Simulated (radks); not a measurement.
Pr1.75+, 57.25 electrons, occupied as [Kr] 4d10 4f(up 1.5, down 1.5) 5s2 6s(up 0.5, down 0.5) 5p(up 3, down 2.25) (fractional occupations, a model configuration). All-electron calculation, scalar-relativistic Kohn-Sham, LDA (Slater exchange, Perdew-Wang correlation), spin-polarised, spherical densities, finite nucleus; Fermi nuclear charge, rms radius 4.8919 fm. Program: a radial shooting solver on a logarithmic mesh with Libxc functionals.

Unscreened Slater integrals over Kohn-Sham orbitals (hartree). They are taken over the spin-up orbitals.

\begin{tabular}{lr}
integral & value \\ \hline
F0(6s,6s) & 0.24664 \\
F0(6s,4f) & 0.31633 \\
G3(6s,4f) & 0.017592 \\
F0(6s,5p) & 0.30158 \\
G1(6s,5p) & 0.026846 \\
F0(4f,4f) & 0.84894 \\
F2(4f,4f) & 0.38747 \\
F4(4f,4f) & 0.23998 \\
F6(4f,4f) & 0.17177 \\
F0(4f,5p) & 0.60393 \\
F2(4f,5p) & 0.22970 \\
G2(4f,5p) & 0.14061 \\
G4(4f,5p) & 0.10474 \\
F0(5p,5p) & 0.52147 \\
F2(5p,5p) & 0.28129 \\
\end{tabular}

Derived for the open shells (J is the average intra-shell exchange parameter used in DFT+U). 4f: F4/F2 = 0.619, F6/F2 = 0.443, J = (286 F2 + 195 F4 + 250 F6)/6435 = 0.03117 hartree. 5p: J = F2/5 = 0.05626 hartree.
